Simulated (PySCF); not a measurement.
**Calculated NMR parameters of C=N/C=N\[SiH2]C(=C)OC**

```yaml
Formula: C5H10N2OSi
SMILES: C=N/C=N\[SiH2]C(=C)OC
Point_group_of_the_computed_structure: C1
Degrees_of_unsaturation: 3
Carbon_signals: 5
Proton_signals: 7
```

Structure with atom numbers: `[CH2:1]=[N:2]/[CH:3]=[N:4]\[SiH2:5][C:6](=[CH2:7])[O:8][CH3:9]`. Hydrogens are named by the atom that carries them. Ha(C1) is cis to C3; Ha(C7) is cis to Si5; Hb(C1) is trans to C3; Hb(C7) is trans to Si5.

- coordinates at the GFN2-xTB level
- PBE0/pcSseg-1 with gauge-including orbitals
- code: PySCF 2.14
- gas phase, non-relativistic, a single conformation, rapidly exchanging positions averaged

Referencing at the same level of theory: ¹H, ¹³C, ²⁹Si against TMS; ¹⁵N against NH3; ¹⁷O against H2O.

| carbon | δC, type | δH (multiplicity) | HMBC from (2–3 bonds) | span of the C tensor (ppm) |
| --- | --- | --- | --- | --- |
| C1 | 152.2, CH2 | Ha(C1) 7.52 (d); Hb(C1) 7.31 (d) | H(C3) | 185 |
| C3 | 164.1, CH | 8.93 (s) | Ha(C1), Hb(C1), H(Si5) | 171 |
| C6 | 173.4, C | – | H(Si5), Hb(C7), Ha(C7), H(C9) | 188 |
| C7 | 98.2, CH2 | Ha(C7) 4.56 (m); Hb(C7) 4.71 (m) | H(Si5) | 190 |
| C9 | 55.8, CH3 | 3.73 (s) | – | 80 |

Other nuclei:
| atoms | nucleus | environment | δ (ppm) | σ (ppm) |
| --- | --- | --- | --- | --- |
| H(Si5) | ¹H | hydrogen on a silicon bonded to C, N | 4.97 | 26.75 |
| Si5 | ²⁹Si | silicon bonded to C, N, 2 H | -62.5 | 411.6 |
| N2 | ¹⁵N | imine nitrogen | 425.2 | -157.4 |
| N4 | ¹⁵N | imine nitrogen | 278.7 | -11.0 |
| O8 | ¹⁷O | ether oxygen | 124.7 | 211.4 |

- Carbon types of the structure: 1 × C, 1 × CH, 2 × CH2, 1 × CH3, leaving 2 H on heteroatoms.
- δC 173.4: alkene carbon bearing oxygen; an sp2 carbon further deshielded by the attached heteroatom.
- δC 164.1, 152.2: C=N carbon.
- δC 98.2: β carbon of an enol-ether or enamine type C=C; the O or N lone pair pushes π density onto this β carbon and shields it.
- δH 8.93, 7.52, 7.31: hydrogen on a C=N carbon.
- δH 3.73: hydrogen on a methyl carbon bonded to O; its carbon carries O, which withdraws density.

Shifts are as computed. Against solution values, carbons near 30 ppm lie about +3 ppm off and those near 130 ppm about +5 ppm. Of 1309 compounds with measured shifts, 239 miss one by over three times the rms of a fit or turn the order of signals round; such compounds aren't used in these exercises. Experimental scales use liquid or dissolved standards, which lie at an offset from isolated NH3 (liquid NH3: subtract about 20 ppm) and H2O (liquid H2O: subtract about 36 ppm). Unscaled 15N shifts of sp2 nitrogen come out 20 to 40 ppm too high even then. No couplings were computed; multiplicities are counted from neighbouring protons, with m where these are inequivalent, close in shift, in a saturated or five-membered ring or joined by F or P, and br s for small geminal =CH2 splittings.
